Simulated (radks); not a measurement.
Species: Co IV. Configuration: [Ne] 3s2 3p5.5 3d6 4f0.5 (fractional occupations, a model configuration).

Method: scalar-relativistic Kohn-Sham, B86b exchange with PBE correlation, spin-unpolarised, spherical densities, finite nucleus; Fermi nuclear charge, rms radius 3.7875 fm; computed with a radial shooting solver on a logarithmic mesh with Libxc functionals.

Energy parts (hartree):
| part | energy |
|---|---|
| total | -1389.38895 |
| kinetic | 1407.44126 |
| electron-nucleus | -3287.87338 |
| Hartree | 549.25062 |
| exchange-correlation | -58.20745 |

Orbitals (lengths in bohr, moments of r in powers of bohr):
\begin{tabular}{lrrr}
orbital & occ. & eigenvalue (hartree) & <r> \\ \hline
1s & 2 & -280.9349 & 0.05618 \\
2s & 2 & -34.83159 & 0.2554 \\
2p & 6 & -30.09265 & 0.2248 \\
3s & 2 & -5.46575 & 0.7639 \\
3p & 5.5 & -4.10095 & 0.7978 \\
3d & 6 & -1.92845 & 0.9056 \\
4f & 0.5 & -0.39232 & 4.708 \\
\end{tabular}

The highest occupied level is 4f at -10.676 eV. The electron density at the nucleus is 1.738e+04 e/bohr^3 (large components only). The density falls to 0.001 e/bohr^3 at r = 2.98 bohr. Summed over all electrons, <r^2> = 24.50 bohr^2, which gives a Langevin (diamagnetic) susceptibility term of -19.4 x 10^-6 cm^3/mol.
